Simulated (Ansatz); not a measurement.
Start from `C[Si](C)(C)[Al]([F])[F]` and change one atom or group to get `C[SiH](C)C`.

Ansatz, PBE0-D4/def2-TZVP geometries, multiplicity 1. Each molecule was computed in one conformer, which needn't be the lowest.

```csv
property,`C[Si](C)(C)[Al]([F])[F]`
LUMO energy (B3LYP/def2-TZVPP) / eV,-1.28
HOMO energy (ωB97M-V/def2-TZVPP) / eV,-9.68
HOMO–LUMO gap (B3LYP/def2-TZVPP) / eV,6.21
HOMO energy (PBE0/def2-TZVPP) / eV,-7.66
size of the dipole moment (ωB97M-V/def2-TZVPP) / D,3.17
HOMO energy (B3LYP/def2-TZVPP) / eV,-7.49
```

(1) Give the same properties after the change, and the shifts. (An estimate is asked.)

## Answers

(1) Ansatz gave: 
| property | `C[SiH](C)C` | shift |
| --- | --- | --- |
| LUMO energy (B3LYP/def2-TZVPP) / eV | 0.77 | 2.05 |
| HOMO energy (ωB97M-V/def2-TZVPP) / eV | -10.80 | -1.12 |
| HOMO–LUMO gap (B3LYP/def2-TZVPP) / eV | 9.10 | 2.89 |
| HOMO energy (PBE0/def2-TZVPP) / eV | -8.54 | -0.88 |
| size of the dipole moment (ωB97M-V/def2-TZVPP) / D | 0.59 | -2.58 |
| HOMO energy (B3LYP/def2-TZVPP) / eV | -8.33 | -0.84 |

With PBE0 the HOMO falls by 0.88 eV and the LUMO rises by 2.19 eV, so the gap widens by about 3.07 eV. PBE moves the HOMO by -0.70 eV and ωB97M-V by -1.12 eV. Dipoles are sizes alone; their direction can turn.

B3LYP here is the variant with VWN-RPA as its local correlation; programs differ in this.
